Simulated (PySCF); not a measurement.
A calculated (UHF, PySCF 2.14, 6-31G*, the non-relativistic Hamiltonian (point nucleus)) atom or ion has these occupied shells.

```json
{"shell": "1s", "electrons": "2", "orbital energy (eV)": "-4064.0", "rms radius, mean of both spins (bohr)": "0.0896"}
{"shell": "2s", "electrons": "2", "orbital energy (eV)": "-457.76", "rms radius, mean of both spins (bohr)": "0.395"}
{"shell": "2p", "electrons": "6", "orbital energy (eV)": "-370.87", "rms radius, mean of both spins (bohr)": "0.363"}
{"shell": "3s", "electrons": "2", "orbital energy (eV)": "-61.095", "rms radius, mean of both spins (bohr)": "1.24"}
{"shell": "3p", "electrons": "6", "orbital energy (eV)": "-36.477", "rms radius, mean of both spins (bohr)": "1.38"}
{"shell": "4s", "electrons": "2", "orbital energy (eV)": "-5.320", "rms radius, mean of both spins (bohr)": "4.52"}
```

(1) Name the element and its charge.

Results:

(1) Ca (calcium, neutral), in [Ar] 4s2, closed-shell 1S.
